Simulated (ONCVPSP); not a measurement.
## Debugging a pseudopotential input (In (Z = 49), ONCVPSP 4.0.1)

Command:

```bash
oncvpsp.x < In.dat > In.out
```

Input:

```
# ATOM AND REFERENCE CONFIGURATION
# atsym  z   nc   nv     iexc    psfile
  In 49.00    9    2  -001012      upf
#
#   n    l    f
    1    0    2.00
    2    0    2.00
    2    1    6.00
    3    0    2.00
    3    1    6.00
    3    2   10.00
    4    0    2.00
    4    1    6.00
    4    2   10.00
    5    0    1.75
    5    1    1.25
#
# PSEUDOPOTENTIAL AND OPTIMIZATION
# lmax
    1
#
#   l,   rc,      ep,       ncon, nbas, qcut
    0    1.90    0.00    4    7    2.90
    1    2.75    0.00    4    7    2.90
    2    2.70    0.45    3    7    4.00
#
# LOCAL POTENTIAL
# lloc, lpopt,  rc(5),   dvloc0
    4    5    1.65    0.00
#
# VANDERBILT-KLEINMAN-BYLANDER PROJECTORs
# l, nproj, debl
    0    3    1.60
    1    1    1.10
    2    2    3.50
#
# MODEL CORE CHARGE
# icmod, fcfact, rcfact
    0    0.00    0.00
#
# LOG DERIVATIVE ANALYSIS
# epsh1, epsh2, depsh
   -2.00    5.00    0.02
#
# OUTPUT GRID
# rlmax, drl
    6.00    0.01
#
# TEST CONFIGURATIONS
# ncnf
    4
# nvcnf
#   n    l    f
    2
    5    0    2.00
    5    1    1.00
#
    2
    5    0    2.00
    5    1    0.00
#
    2
    5    0    1.00
    5    1    0.00
#
    2
    5    0    2.00
    5    1    0.50
#
```

Output:

```
ONCVPSP  (Optimized Norm-Conservinng Vanderbilt PSeudopotential)
scalar-relativistic version 4.0.1

Read ERROR, input data file line  25
Program will stop
```

Question: This input was made by a single change from one that runs to its end. What was changed?

Answer: The change: lmax lowered by one with the lists unchanged. The program refuses the input: "Read ERROR, input data file line 25".
